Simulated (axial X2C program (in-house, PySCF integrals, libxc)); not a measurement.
**Ω levels of TiI from open-shell CI on d2 s1 p(π)0**

Calculated with an in-house all-electron X2C program for linear molecules (integrals from PySCF): two-component X2C with atomic mean-field Coulomb and Gaunt terms, basis Ti dyall-v3z, I dyall-v3z (cores contracted in-house). Orbitals come from Hartree–Fock averaged over the configuration Ti d2 s1 p(π)0; CI then distributes these electrons over the d, s, p(π) shells of Ti.

R = 2.777 Å (near the minimum of the configuration average).

Active spinors (ω > 0):

```tsv
shell	ω	ε (eV)	character
d	3/2	1.32	100% Ti d
d	5/2	1.33	100% Ti d
d	1/2	1.55	98% Ti d
d	3/2	1.56	98% Ti d
d	1/2	1.61	94% Ti d
s	1/2	-3.26	69% Ti s, 28% Ti p
p(π)	1/2	1.17	90% Ti p, 6% Ti d
p(π)	3/2	1.20	89% Ti p, 6% Ti d
```

Lowest levels of this model:

```csv
Ω,energy (cm⁻¹),g∥,μ (D),configuration
3/2,0,0.00,-3.83,99% d2 s1
5/2,133,4.00,-3.83,99% d2 s1
7/2,268,8.00,-3.84,99% d2 s1
9/2,406,12.01,-3.85,99% d2 s1
1/2,1057,1.91,-3.82,99% d2 s1
3/2,1103,5.67,-3.82,99% d2 s1
1/2,1327,1.61,-3.72,99% d2 s1
5/2,1353,7.85,-3.72,99% d2 s1
3/2,1369,4.01,-3.72,99% d2 s1
1/2,1408,1.95,-3.73,99% d2 s1
1/2,1542,1.47,-3.58,100% d2 s1
3/2,1601,2.32,-3.56,100% d2 s1
5/2,1647,6.15,-3.55,100% d2 s1
7/2,1688,10.00,-3.53,100% d2 s1
5/2,4833,4.02,-3.89,99% d2 s1
7/2,5128,8.00,-3.90,99% d2 s1
9/2,15517,10.00,-3.75,97% d2 s1
7/2,15518,6.00,-3.75,97% d2 s1
9/2,20110,12.01,-5.58,52% d2 p(π)1 + 46% d3
9/2,23275,10.00,-6.28,100% d2 p(π)1
11/2,23545,14.01,-6.28,100% d2 p(π)1
```

g∥ is the magnitude of 2⟨Lz + ge Sz⟩ for the +Ω component. μ is positive if the I end is positive.

(1) From Ω and g∥ of the lowest level, whose 2⟨Lz + ge Sz⟩ is negative, find ⟨Sz⟩ and ⟨Lz⟩ (ge = 2.0023).

Occupations of the active spinors in the lowest level by ω, shell by shell in order of energy: -5/2: 0.00; -3/2: 0.00 0.00 0.00; -1/2: 0.00 0.01 0.99 0.00; 1/2: 0.94 0.05 0.00 0.00; 3/2: 1.00 0.00 0.00; 5/2: 0.00. The leading determinant has weight 0.94 among 82.

This point took 1.8 s on 1 thread of Arm Neoverse V1, with other jobs on the host.

There is no dynamic correlation: spin–orbit spacings and, for f shells, spacings inside one term are the most reliable numbers, splittings between terms come out too wide, and energies between configurations are not reliable, so the lowest level need not be the ground state of the molecule. For d shells the ligand-field splittings (σ, π, δ) and their order can be off by a thousand cm⁻¹ or more. At most 4 roots were kept for each Ω > 0 (twice that for Ω = 0) within 3.2 eV of the lowest, so higher up levels can be missing between those listed; levels with Ω > 0 are doubly degenerate and listed once, Ω = 0 levels singly. States that fill the shells left empty in the average are placed too high.

Answers

(1) Ω = ⟨Lz⟩ + ⟨Sz⟩ = 3/2 and ⟨Lz⟩ + ge⟨Sz⟩ = 0.000, so ⟨Sz⟩ = -1.50 and ⟨Lz⟩ = 3.00.
